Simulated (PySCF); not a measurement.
Compound: C8H18O2.
Numbering: `[CH3:1][O:2][CH2:3][C:4]([CH3:5])([CH3:6])[O:7][CH:8]([CH3:9])[CH3:10]` (hydrogens: H11, H12, H13 on C1; H14, H15 on C3; H16, H17, H18 on C5; H19, H20, H21 on C6; H22 on C8; H23, H24, H25 on C9; H26, H27, H28 on C10)

Computed with PBE0-D3(BJ)/def2-SVP geometry optimisation, gas phase in PySCF.

(1) What internal coordinates does the optimisation give?

Results:

(1) 
| bond | length (bohr) |
| --- | --- |
| C1–O2 | 2.630 |
| O2–C3 | 2.636 |
| C3–C4 | 2.887 |
| C4–C5, C4–C6 | 2.884 |
| C4–O7 | 2.678 |
| O7–C8 | 2.674 |
| C8–C9, C8–C10 | 2.871 |
| C1–H11, C1–H12 | 2.094 |
| C1–H13 | 2.077 |
| C3–H14, C3–H15 | 2.096 |
| C5–H16 and 5 like bonds | 2.078 |
| C8–H22 | 2.089 |
| C9–H23 and 5 like bonds | 2.080 |

Bonds in one row agree within 0.02 bohr and their mean is given. A selection of angles:
| angle | degrees |
| --- | --- |
| O2–C1–H11 | 112.0 |
| O2–C1–H13 | 108.0 |
| H11–C1–H12 | 107.7 |
| H11–C1–H13 | 108.5 |
| C1–O2–C3 | 113.6 |
| O2–C3–C4 | 109.8 |
| O2–C3–H14 | 111.4 |
| C4–C3–H14 | 108.5 |
| H14–C3–H15 | 107.1 |
| C3–C4–C5 | 109.6 |
| C3–C4–O7 | 102.2 |
| C5–C4–C6 | 111.2 |
| C5–C4–O7 | 111.8 |
| C4–C5–H16 | 111.7 |
| C4–C5–H17 | 109.8 |
| H16–C5–H17 | 108.3 |
| H19–C6–H21 | 108.5 |
| C4–O7–C8 | 119.1 |
| O7–C8–C9 | 108.6 |
| O7–C8–H22 | 110.1 |
| C9–C8–C10 | 112.5 |
| C9–C8–H22 | 108.5 |
| C10–C8–H22 | 108.5 |
| C8–C9–H23 | 110.7 |
| C8–C9–H25 | 109.8 |
| H23–C9–H24 | 108.5 |

Dihedral angles: C1–O2–C3–C4 -179° (antiperiplanar); O2–C3–C4–C5 62° (synclinal); C3–C4–O7–C8 180° (antiperiplanar); C4–O7–C8–C9 120° (anticlinal).

The C–O distances run from 1.392 Å (C1–O2, drawn single) to 1.417 Å (C4–O7, drawn single), a spread of 0.025 Å. Of the pairs four or more bonds apart, H16···H22 is among the closest relative to their van der Waals radii: 2.20 Å, 92 % of the sum of Bondi's values.

PBE0-D3(BJ)/def2-SVP frequencies: not computed here. The numbers are those of one conformer.

The run took about 9 min of CPU time (one thread, shared machine). This is the geometry optimisation.
